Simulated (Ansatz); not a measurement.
Relaxation of Cl₂H₄OSSn (9 atoms, charge 0, multiplicity 1), to a largest force component of 0.03 eV/Å in at most 50 steps.

Theory: RKS PBE/def2-SVP (Ansatz 0.2.0).

```xyz
9
Properties=species:S:1:pos:R:3
Sn 0.334 -0.611 -0.451
H 0.088 0.346 2.325
Cl 2.135 0.442 -1.554
O -0.858 0.832 0.253
H -1.613 0.905 -0.375
Cl -1.050 -1.737 -2.015
S 1.275 -2.263 1.070
H 0.167 -3.048 0.912
H 0.498 -0.223 2.504
```

Q: Where does it end, and by what steps?

A: The run converged. The force dipped under the threshold on the way, but the program's further checks kept it going. After 31 steps the energy has fallen by 0.248 eV; H9 moved furthest, 1.65 Å.

| step | energy less start (eV) | largest force component (eV/Å) | accepted |
| --- | --- | --- | --- |
| 0 | 0.0000 | 1.516 | yes |
| 2 | -0.1484 | 0.102 | yes |
| 4 | -0.1872 | 0.171 | yes |
| 6 | -0.2037 | 0.347 | yes |
| 8 | -0.2134 | 0.133 | yes |
| 10 | -0.2181 | 0.391 | no |
| 12 | -0.2225 | 0.156 | yes |
| 14 | -0.2269 | 0.171 | yes |
| 16 | -0.2301 | 0.350 | no |
| 18 | -0.2366 | 0.055 | yes |
| 20 | -0.2385 | 0.048 | yes |
| 22 | -0.2405 | 0.192 | yes |
| 24 | -0.2228 | 0.821 | no |
| 26 | -0.2469 | 0.079 | yes |
| 28 | -0.2479 | 0.041 | yes |
| 30 | -0.2482 | 0.044 | yes |
| 31 | -0.2484 | 0.005 | yes |

```xyz
9
Properties=species:S:1:pos:R:3
Sn 0.339 -1.008 -0.963
H -0.141 0.715 2.753
Cl 2.055 0.363 -1.826
O -0.631 -0.083 0.522
H -1.090 0.715 0.191
Cl -1.155 -1.373 -2.755
S 1.155 -3.024 0.079
H 0.475 -2.671 1.211
H -0.032 1.009 3.457
```

Whether the end is a true minimum wasn't checked by a vibrational analysis.

Run time: 60 s on 2 threads of Intel(R) Xeon(R) 6975P-C (Granite Rapids) (shared host), peak memory 0.18 GiB.
